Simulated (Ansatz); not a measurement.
Telling isomers of CH6FGeN apart by their spectra

These gas-phase data were calculated for one isomer of CH6FGeN at PBE0-D3(BJ)/def2-SVP (harmonic, unscaled wavenumbers; equilibrium rotational constants with average atomic masses):

* rotational constants: 5.329, 5.117, 3.217 GHz
* all wavenumbers above 1500 cm⁻¹: 3686, 3585, 3193, 3186, 3074, 2189, 1551

Candidates:

(1) `C[NH][GeH2][F]`, a singlet
(2) `[CH3][Ge@H]([NH2])[F]`, a singlet

Which candidate do the data belong to?

Candidate (2). 2 modes lie between 3250 and 3800 cm⁻¹, one for each N–H bond, while (1) has 1.

The same quantities for all candidates:

```tsv
	rotational constants (GHz)	wavenumbers above 1500 cm⁻¹	E above the lowest, PBE0-D3(BJ)/def2-SVP (kcal/mol)
(1)	9.112, 3.014, 2.531	3632, 3133, 3093, 3015, 2207, 2196	16.1
(2)	5.329, 5.117, 3.217	3686, 3585, 3193, 3186, 3074, 2189, 1551	0.0
```

Harmonic stretches to hydrogen usually lie a few per cent above observed fundamentals. Each candidate is one conformer. Programs: Ansatz 0.2.0.
